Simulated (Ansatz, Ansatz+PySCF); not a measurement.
```tsv
atom	x (Å)	y (Å)	z (Å)
B	0.0136	-0.0481	-0.0022
F	1.2932	0.0440	-0.0166
F	-0.6680	1.1296	-0.0481
F	-0.6646	-1.1204	0.0469
```

Basis set: def2-SVP (spherical functions). Left uncorrelated: 4 orbitals. Charge 0, multiplicity 1.

Computed with Ansatz (development build ahead of 0.2.0); each method stands on the lowest determinant of its kind that the runs found. Restricted open shells among the atoms or ions are ROHF, correlated in semicanonical orbitals with singles. Restricted functionals stand beside restricted open-shell atoms, which can lie above the unrestricted atoms usual in DFT and then raise those values.

Problem. Give the atomization energy at this shape (free ground-state atoms in the same class of orbitals less the molecule, no zero-point energy) of singlet BF₃ by ωB97X (unrestricted), ωB97X (restricted), r²SCAN (unrestricted), r²SCAN (restricted), PBE0 (restricted), PBE0 (unrestricted), PBE (restricted), PBE (unrestricted), RHF-CCSD(T), RHF-CCSD, RHF-MP2, RHF, UHF.

Solution.

| method | atomization energy |
| --- | --- |
| ωB97X (unrestricted) | 20.51 eV |
| ωB97X (restricted) | 20.68 eV |
| r²SCAN (unrestricted) | 20.69 eV |
| r²SCAN (restricted) | 20.93 eV |
| PBE0 (restricted) | 20.63 eV |
| PBE0 (unrestricted) | 20.47 eV |
| PBE (restricted) | 21.40 eV |
| PBE (unrestricted) | 21.28 eV |
| RHF-CCSD(T) | 19.45 eV |
| RHF-CCSD | 19.28 eV |
| RHF-MP2 | 20.57 eV |
| RHF | 16.12 eV |
| UHF | 15.74 eV |
